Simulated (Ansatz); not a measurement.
Compare A (`COCS[SiH3]`) with its isomer B (`C[SiH](S)CO`).

Gas-phase electronic energies from Ansatz, PBE0-D4/def2-TZVP geometries. CCSD(T)/CBS is the MP2 limit (def2-TZVPP, def2-QZVPP) plus CCSD(T) − MP2 in def2-TZVPP, frozen cores. DFT in def2-TZVPP. B3LYP here is the variant with VWN-RPA as its local correlation; programs differ in this. One conformer a species, not always the lowest.

Q: Which is lower in electronic energy at CCSD(T)/CBS, and by how much? (Best estimate.)

A: Computed: B, by 113.0 kJ/mol.

Q: Give E(B) − E(A) in kJ/mol with ωB97M-V, B2PLYP, B3LYP, MP2/def2-TZVPP, CCSD(T)/def2-TZVPP, HF/def2-TZVPP, CCSD/def2-TZVPP. (Best estimate.)

A: Computed: ωB97M-V -114.3, B2PLYP -107.8, B3LYP -105.8, MP2/def2-TZVPP -114.0, CCSD(T)/def2-TZVPP -109.4, HF/def2-TZVPP -97.3, CCSD/def2-TZVPP -110.4. None reverses the order clearly.

Largest T1 diagnostic: 0.012.

From PBE to PBE0 (25 % exact exchange), in def2-TZVPP and without D4, E(B) − E(A) moves by −3.3 kJ/mol. In def2-TZVPP, CCSD(T) changes the Hartree–Fock value by −12.1 kJ/mol (the triples alone add +1.0 kJ/mol) and MP2 by −16.7 kJ/mol.
